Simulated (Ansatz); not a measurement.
A single point on H₆OSSiSn, SMILES `O[SiH](S)[SnH3]`.

```yaml
crystal:
  periodic: [false, false, false]
  atoms:
    - {symbol: O, position_ang: [-0.457772, 1.129208, -1.743629]}
    - {symbol: Si, position_ang: [-0.004977, 1.034135, -0.160329]}
    - {symbol: S, position_ang: [2.054295, 1.534595, 0.005146]}
    - {symbol: Sn, position_ang: [-0.441056, -1.315654, 0.788192]}
    - {symbol: H, position_ang: [-1.287036, 0.716556, -1.992301]}
    - {symbol: H, position_ang: [-0.669505, 2.081749, 0.660442]}
    - {symbol: H, position_ang: [2.498740, 0.399851, -0.561134]}
    - {symbol: H, position_ang: [-1.940078, -1.943245, 0.246388]}
    - {symbol: H, position_ang: [-0.456313, -1.304236, 2.494225]}
    - {symbol: H, position_ang: [0.786901, -2.383958, 0.266002]}
basis:
  gaussian: {orbitals: def2-TZVPP}
hamiltonian: {xc: pbe}
correlation: {method: rpa}
```

```sh
$ ansatz run in.yaml --threads 4 --pin off --events-out ev --progress --plain --max-ram 10444MiB
```

It prints (some lines left out):

```
Functional definition: PBE
1605 factors; integrals over basis functions are off by at most 1.5e-3 eV
mean field evaluation 1: about -26674.2565 eV, gradient 6.4e1 eV
mean field evaluation 2: about -26674.2455 eV, gradient 6.4e1 eV
mean field evaluation 4: about -26680.3734 eV, gradient 1.8e1 eV
mean field evaluation 8: about -26681.3131 eV, gradient 9.3e-1 eV
mean field evaluation 16: about -26681.3144 eV, gradient 5.7e-4 eV
mean field -26681.31438118 eV, -980.5202182640 hartree, gradient 3.1e-6 eV, S^2 0.000000; 0 other end points of the search recorded, 0 dependent functions left out
15 core orbitals not correlated: weight in the atoms' cores, before any rotation towards them, 1.000 or more for the frozen orbitals, at most 0.000 for the correlated occupied ones
reference -26618.90193319 eV, -978.2266031051 hartree; 18, 18 occupied and 216, 216 virtual orbitals, 1605 factors
Total energy: -26657.28782592 eV, -979.6372586440 hartree
```

Run time 2.5 s (4 threads of an AMD EPYC 9R45 on a shared host); peak host memory 0.63 GiB.
